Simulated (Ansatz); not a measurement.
A structure relaxed at r2SCAN-D4/def2-SVP in Ansatz, charge 0, singlet:

Cartesian coordinates in Å:
```
N 0.656 -2.471 1.438
N 1.223 2.837 -0.772
N 0.336 0.769 1.699
N 1.537 -0.483 -0.999
N -1.059 -2.451 -1.214
N -1.408 0.788 -0.993
N -2.244 -1.217 1.446
Ga 2.100 1.215 -1.352
Ga 1.203 -0.805 0.908
Ga -1.049 -2.429 0.660
Ga 1.014 2.347 1.087
Ga -0.561 2.364 -1.347
Ga -1.406 0.322 0.914
Ga -0.342 -0.787 -1.477
```

**Question.** Give its formula and point group.

**Answer.** Ga₇N₇, a nanocrystal cut from zinc blende GaN (bare). Point group C3v (tolerance 0.1 Å).

**Question.** Summarise the bond lengths by kind (pairs closer than 1.2 times the sum of covalent radii, bridged metal pairs left out).

**Answer.** 18 × Ga–N 1.82 to 1.96 Å.

The restricted singlet is unstable towards broken spin symmetry at other levels; at r2SCAN-D4/def2-SVP this wasn't settled. At PBE0-D4/def2-TZVP a triplet of charge 0 lies 1.19 eV below the restricted singlet at the same geometry.
